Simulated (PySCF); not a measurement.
**Ti (titanium, neutral) across methods**

[Ar] 3d3 4s1, high-spin 5F determinant (an excited configuration). All numbers are calculated (PySCF 2.14, the spin-free X2C one-electron Hamiltonian (Gaussian nucleus), in aug-cc-pVDZ-DK (7s6p4d2f, 59 functions)).

```
 method  E (hartree)  mean ε 3p β (eV)  mean ε 4s α (eV)  mean ε 3d α (eV)  Σ⟨r²⟩ (bohr²)   ⟨S²⟩
   MN15     -854.050           -37.330            -4.737            -4.311          42.51  6.001
   PW91     -853.748           -33.829            -4.086            -2.606          42.61  6.000
r2SCAN0     -853.658           -36.409            -4.642            -3.939          41.50  6.001
  B3LYP     -853.726           -35.591            -4.389            -3.468          42.14  6.000
    LDA     -851.611           -33.868            -4.224            -2.602          42.50  6.000
   PBE0     -853.511           -36.022            -4.511            -3.762          42.03  6.001
    UHF   -852.71886           -41.944            -5.675            -7.317          42.30  6.002
 r2SCAN     -853.678           -34.356            -4.188            -2.750          41.98  6.001
    PBE     -853.486           -33.788            -4.041            -2.560          42.80  6.000
```
